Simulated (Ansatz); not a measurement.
Basis sets compared for MgSi₃ (the lowest singlet isomer of a short search). The state is a singlet with charge 0. Geometry r2SCAN-D4/def2-TZVP. Ansatz on 4 threads of Arm Neoverse V1 on a shared host; times are rough, and most runs start from earlier orbitals.

```
atom    x (Å)    y (Å)    z (Å)
 Mg1  -1.1009   1.5359   0.9190
 Si2  -0.6189   0.1204  -1.1677
 Si3   0.7220  -0.2643   1.0815
 Si4   0.9977  -1.3919  -0.8328
```

The structure comes from a short search, and lower isomers may exist.

Binding counts from free atoms (Mg singlet, Si triplet) in the same basis, without a counterpoise term.

```tsv
level	functions	energy (Eh)	HOMO (eV)	LUMO (eV)	binding per atom (eV)	wall time
PBE-D4/def2-SVP	72	-1067.6045	-5.20	-3.62	2.45	0.7 s
PBE-D4/def2-TZVP	143	-1067.9760	-5.17	-3.55	2.48	1.2 s
r2SCAN-D4/def2-TZVP	143	-1068.4096	-5.28	-3.53	2.40	3.2 s
PBE0-D4/def2-SVP	72	-1067.6844	-5.92	-3.16	2.31	0.85 s
PBE0-D4/def2-TZVP	143	-1068.0540	-5.89	-3.07	2.35	1.6 s
```

(1) Estimate the rows for PBE-D4/def2-TZVPD, r2SCAN-D4/def2-TZVPD, PBE0-D4/def2-TZVPD.

Answers

(1) 
| level | functions | energy (Eh) | HOMO (eV) | LUMO (eV) | binding per atom (eV) | wall time |
| --- | --- | --- | --- | --- | --- | --- |
| PBE-D4/def2-TZVPD | 164 | -1067.9766 | -5.19 | -3.56 | 2.48 | 1.9 s |
| r2SCAN-D4/def2-TZVPD | 164 | -1068.4101 | -5.28 | -3.53 | 2.40 | 3.9 s |
| PBE0-D4/def2-TZVPD | 164 | -1068.0545 | -5.90 | -3.08 | 2.35 | 2.2 s |
